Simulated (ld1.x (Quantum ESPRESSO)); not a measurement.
**Varying the TM potential for Ag**

Base potential:

silver (Ag), norm-conserving Troullier–Martins (Kleinman–Bylander form), made with ld1.x (Quantum ESPRESSO) 7.5 (PBEsol, scalar-relativistic). Core [Kr], reference 4d10 5s0.75 5p0.25. Waves: 5p (bound): rc 3.65 bohr; 4d (bound): rc 1.70 bohr; 5s (bound): rc 2.15 bohr. Local part: the s channel. Core correction: a·sin(br)/r model core inside 1.40 bohr.

Cutoffs, loose and tight: the cutoffs (Ry, on a coarse ladder) from which the occupation-weighted sum of valence levels, in a spherical-Bessel basis at the reference potential, stays within 10 and 1 mRy of its value at 400 Ry. They do not see the model core or the augmentation charge, which bear on the density cutoff. Test errors are all-electron minus pseudo excitation energies from the reference, over the configurations 4d10 5s1 5p0; 4d10 5s0 5p0; 4d9 5s0 5p0; 4d9 5s1 5p1; 4d10 5s0.5 5p0; 4d9 5s1 5p0; 4d7 5s0 5p0. A dash means not determined; rows that change the core or the reference have their own tests.

| change | outcome | cutoff, loose | cutoff, tight | bound ghosts | largest test error (meV) |
| --- | --- | --- | --- | --- | --- |
| base | generated | 70 Ry | 100 Ry | none | -1907 |
| all radii but the core radius scaled by about 0.79 (s 1.70, p 2.90, d 1.34 bohr) | generated | 80 Ry | 120 Ry | none | -1771 |
| all radii but the core radius scaled by about 0.89 (s 1.92, p 3.24, d 1.52 bohr) | generated | 70 Ry | 110 Ry | none | -1897 |
| all radii but the core radius scaled by about 0.95 (s 2.04, p 3.48, d 1.62 bohr) | generated | 70 Ry | 100 Ry | none | -1917 |
| all radii but the core radius scaled by about 1.05 (s 2.24, p 3.82, d 1.78 bohr) | generated | 60 Ry | 90 Ry | none | -1885 |
| all radii but the core radius scaled by about 1.18 (s 2.54, p 4.30, d 2.00 bohr) | generated | 55 Ry | 90 Ry | none | -1795 |
| all radii but the core radius scaled by about 1.25 (s 2.68, p 4.56, d 2.12 bohr) | generated | 50 Ry | 80 Ry | none | -1748 |
| all radii but the core radius scaled by about 1.35 (s 2.92, p 4.94, d 2.30 bohr) | generated | 50 Ry | 80 Ry | none | -1689 |

Reading the sweep of the scale of all radii but the core radius (base = 1) (base included, trends over the rows without a ghost): The loose cutoff falls from 80 Ry at 0.79 to 50 Ry at 1.35. A larger radius leaves more room for a smooth pseudo-wave, so fewer plane waves are needed; a smaller one forces it to follow the all-electron wave where it bends sharply. The median size of the test errors (rows with all tests solved) is not monotonic: lowest 52.0 meV at 0.79, highest 124.4 meV at 1.05.
